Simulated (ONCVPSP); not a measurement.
## PBE ONCV dataset for zinc, scalar-relativistic all-electron reference.

* Element: zinc
* Generator: ONCVPSP 4.0.1
* Type: optimised norm-conserving Vanderbilt (ONCV)
* Functional: PBE
* Relativity: scalar-relativistic
* Frozen core: [Ne]
* Valence charge: 20
* Reference configuration: 3s2 3p6 3d10 4s2
* Partial waves: 3s+4s: rc 1.10 bohr, ncon 4, nbas 9, qcut 13.3 1/bohr, 2 projectors; 3p: rc 0.65 bohr, ncon 3, nbas 7, qcut 11 1/bohr, 1 projector; 3d: rc 0.95 bohr, ncon 3, nbas 8, qcut 13.7 1/bohr, 2 projectors, debl 1.7 Ha
* Local potential: polynomial inside 0.40 bohr (lpopt 5, dvloc0 4 Ha)
* Core correction: Teter function, fcfact 5, rcfact 1.8

All-electron outer shells of the reference configuration (PBE, scalar-relativistic, ld1.x):

| shell | level (eV) | outermost node (bohr) | outermost maximum (bohr) |
| --- | --- | --- | --- |
| 2p | -1004.03 | – | 0.15 |
| 3s | -129.23 | 0.28 | 0.59 |
| 3p | -83.40 | 0.25 | 0.59 |
| 3d | -10.14 | – | 0.57 |
| 4s | -5.98 | 0.85 | 2.09 |

Results:

* Cutoffs needed: 126 Ha and 390 Ha (the cutoffs (Ha) at which the residual kinetic energy of the hardest occupied pseudo-wave falls to 1 and 0.1 mHa per electron)
* Ghost test: no bound ghost flagged; GHOST(+) flagged for s at 215.4 eV
* Largest excitation error: -63 meV (all-electron minus pseudo) for 3s2 3p6 3d10 4s1, out of 4 test configurations
* rms error of d²Exc/dni dnj: 1.71 mHa without and 3.52 mHa with the model core

Generation and tests took about 2.6 s on one core of a shared server CPU.
